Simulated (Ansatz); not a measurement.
Consider the ligand exchange at the Si–O bond: `CO[SiH](S)Cl` + CH₃NH₂ → `CN[SiH](S)Cl` + CH₃OH.

Gas-phase electronic energies from Ansatz, PBE0-D4/def2-TZVP geometries. CCSD(T)/CBS adds triple-zeta CCSD(T) − MP2 to the extrapolated MP2 energy (def2 sets, frozen cores). This one scheme is used for every species. Functionals use def2-TZVPP. B3LYP here is the variant with VWN-RPA as its local correlation; programs differ in this. Each species was taken in one conformer, which may not be the lowest.

`CO[SiH](S)Cl`:

Cartesian coordinates in Å:
```
C -0.713 -1.303 0.573
O 0.011 -0.752 -0.509
Si 0.924 0.591 -0.407
S -0.163 2.279 0.284
Cl 1.649 0.868 -2.292
H -1.393 -0.566 1.011
H -0.038 -1.670 1.353
H -1.295 -2.141 0.191
H 2.050 0.442 0.540
H -1.031 2.251 -0.743
```

CH₃NH₂:

Cartesian coordinates in Å:
```
C -0.188 0.267 0.465
N 0.520 -0.532 -0.520
H -1.059 0.820 0.084
H 0.500 0.992 0.905
H -0.533 -0.378 1.276
H 0.858 0.049 -1.276
H -0.097 -1.219 -0.934
```

`CN[SiH](S)Cl`:

```xyz
11

C    -0.173    1.632    0.059
N     0.693    0.514    0.376
Si    0.415   -1.107   -0.020
S    -1.491   -1.628    0.766
Cl    0.370   -1.533   -2.047
H     0.124    2.146   -0.861
H    -1.195    1.273   -0.074
H    -0.183    2.359    0.876
H     1.646    0.774    0.577
H     1.543   -1.886    0.530
H    -1.749   -2.544   -0.181
```

CH₃OH:

Cartesian coordinates in Å:
```
C -0.160 0.134 0.289
O 0.593 -0.786 -0.468
H -0.219 -0.259 1.304
H -1.183 0.250 -0.091
H 0.312 1.123 0.334
H 0.656 -0.461 -1.368
```

```tsv
level	ΔE (kJ/mol)	difference from CCSD(T)/CBS
r2SCAN-D4	35.1	1.7
PBE0-D4	29.5	-3.9
ωB97X-V	34.5	1.1
ωB97M-V	34.0	0.6
B2PLYP	36.9	3.5
PBE	31.1	-2.3
r2SCAN	35.7	2.3
PBE0	31.5	-1.9
B3LYP	37.2	3.8
MP2/def2-TZVPP	33.6	0.2
CCSD/def2-TZVPP	35.9	2.5
HF/def2-QZVPP	43.5	10.1
MP2/def2-QZVPP	32.9	-0.5
SCS-MP2/def2-QZVPP	35.0	1.6
HF/CBS(def2)	43.6	10.2
MP2/CBS(def2)	32.0	-1.4
CCSD(T)/CBS	33.4	0
```

Largest T1 diagnostic among the species: 0.011.

In def2-TZVPP, CCSD(T) changes the Hartree–Fock value by −8.0 kJ/mol (the triples alone add −0.9 kJ/mol) and MP2 by −9.4 kJ/mol. The D4 term adds −3.6 kJ/mol with B3LYP and −2.0 kJ/mol with PBE0; it sums over pairs of atoms, weighted by their polarisabilities, and B3LYP, whose exchange is more repulsive, gets the larger term.
